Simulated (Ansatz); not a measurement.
Isolated molecules relaxed with PBE0-D4/def2-TZVP in Ansatz; ΔE leaves out vibrations. CBS: MP2 limit from def2 TZ/QZ plus the TZ coupled-cluster correction, frozen cores. Functionals use def2-TZVPP. B3LYP here is the variant with VWN-RPA as its local correlation; programs differ in this. For Ge, Se outer-core shells are correlated without core-valence functions, which leaves a few kJ/mol of doubt a bond. Scalar relativity is left out up to krypton. One conformer a species, not always the lowest.

Consider the substitution at a C–O bond: `O=COCC1CO1` + `[GeH3][SeH]` → `O=C[Se][GeH3]` + `OCC1CO1`.

`O=COCC1CO1`:

Z-matrix (Å, degrees):
```
C
C 1 1.500
O 1 1.433 2 110.8
H 1 1.091 2 110.6 3 -116.2
H 1 1.091 2 110.1 3 122.4
C 2 1.458 1 121.1 3 -99.6
O 2 1.414 1 114.6 3 -167.3
H 2 1.089 1 115.4 3 55.8
C 3 1.333 1 116.6 2 88.1
H 6 1.086 2 118.8 1 2.1
H 6 1.087 2 119.3 1 154.9
O 9 1.195 3 126.4 1 0.3
H 9 1.100 3 108.9 1 179.8
```

`[GeH3][SeH]`:

Cartesian coordinates in Å:
```
Ge -0.200 -0.351 0.444
Se -0.024 0.498 -1.748
H -0.686 0.743 1.405
H -1.233 -1.480 0.348
H 1.154 -0.900 0.915
H 0.989 1.490 -1.364
```

`O=C[Se][GeH3]`:

Cartesian coordinates in Å:
```
O -1.546 0.852 0.656
C -0.611 1.583 0.522
Se 1.121 1.061 -0.121
Ge 0.489 -1.207 -0.405
H -0.646 2.661 0.760
H -0.650 -1.283 -1.425
H 0.084 -1.785 0.953
H 1.759 -1.882 -0.940
```

`OCC1CO1`:

Z-matrix (Å, degrees):
```
C
C 1 1.496
O 1 1.408 2 111.7
H 1 1.099 2 109.0 3 123.6
H 1 1.093 2 110.0 3 -118.0
O 2 1.425 1 114.8 3 -74.5
C 2 1.458 1 121.6 3 -141.9
H 2 1.089 1 115.7 3 61.1
H 3 0.962 1 107.4 2 58.1
H 7 1.087 2 119.5 1 -154.6
H 7 1.088 2 119.4 1 -1.9
```

Question: Is it downhill or uphill in electronic energy at CCSD(T)/CBS, and by how much? (Estimate.)

Answer: Ansatz gave: Uphill: ΔE = +0.31 eV.

Question: What do these levels give: r2SCAN-D4, B3LYP-D4, B2PLYP, MP2/def2-TZVPP, MP2/CBS(def2), CCSD/CBS(def2)? (Best estimate.)

Answer: The calculation gave: r2SCAN-D4 0.32, B3LYP-D4 0.32, B2PLYP 0.33, MP2/def2-TZVPP 0.30, MP2/CBS(def2) 0.26, CCSD/CBS(def2) 0.35 eV.

Largest T1 diagnostic among the species: 0.014.

In def2-TZVPP, CCSD(T) changes the Hartree–Fock value by −0.23 eV (the triples alone add −0.04 eV) and MP2 by −0.28 eV. From PBE to PBE0 (25 % exact exchange), in def2-TZVPP and without D4, ΔE moves by +0.09 eV.
